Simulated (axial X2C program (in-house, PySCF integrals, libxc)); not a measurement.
## Potential curves of SeH, with spin–orbit coupling

Calculated with an in-house all-electron X2C program for linear molecules (integrals from PySCF). Two-component (2c) means X2C with spin–orbit coupling and atomic mean-field two-electron Coulomb and Gaunt terms. Basis: Se dyall-cv3z [8s9p6d4f1g], H dyall-v3z [6s2p1d] (cores contracted in-house); Gaussian nuclei, density fitting, unrestricted open shells. Masses: Se 79.917 u, H 1.008 u.

State: Ω = 3/2 (⟨Sz⟩ = 0.50, ⟨Lz⟩ = 1.00 at HF). Energies in cm⁻¹ from the fragments at the same level (Se + H). Fits are polynomials in 1 − R0/R over 0.85 to 1.23 times the lowest point R0.

```
 R (Å)    CCSD    PBE0
1.2798          -22489
1.3386  -24132  -24929
1.3827  -25208  -26016
1.4269  -25775  -26597
1.4710  -25927  -26763
1.5225  -25688  -26538
1.5740  -25100  -25956
1.6402  -23962  -24814
1.7211          -22995
1.8388          -19851
```

Correlated methods: 7 electrons correlated (number of frozen shells: Se 3 s, 2 p, 1 d; H none), 145 virtual spin orbitals or spinors in MP2, 74 natural virtuals in coupled cluster.

The state is a single determinant with fixed occupations, the lowest that a limited PBE0 search found. De is counted from the lowest determinant-based energies of the atoms at the same level, without counterpoise correction. Density functionals use the spin component along the axis (collinear). CCSD ran in a truncated set of natural virtual spinors with an MP2 remainder; without triples it tends to underbind. The functionals have no current-density term, which raises determinants with orbital currents, atoms included. Coupled cluster ran on the points near the minimum only. MP2 and coupled cluster on one determinant become unreliable at the stretched end.

Problem. Fit the CCSD curve near its minimum: give the equilibrium distance, the harmonic wavenumber and the well depth.

Solution. At CCSD, 2c: Re = 1.468 Å, ωe ≈ 2420 cm⁻¹, De = 3.21 eV to Se + H; Be follows as 7.86 cm⁻¹.

Problem. Fit the PBE0 curve near its minimum: give the equilibrium distance, the harmonic wavenumber and the well depth.

Solution. At PBE0, 2c: Re = 1.469 Å, ωe ≈ 2420 cm⁻¹, De = 3.32 eV to Se + H; Be follows as 7.85 cm⁻¹.
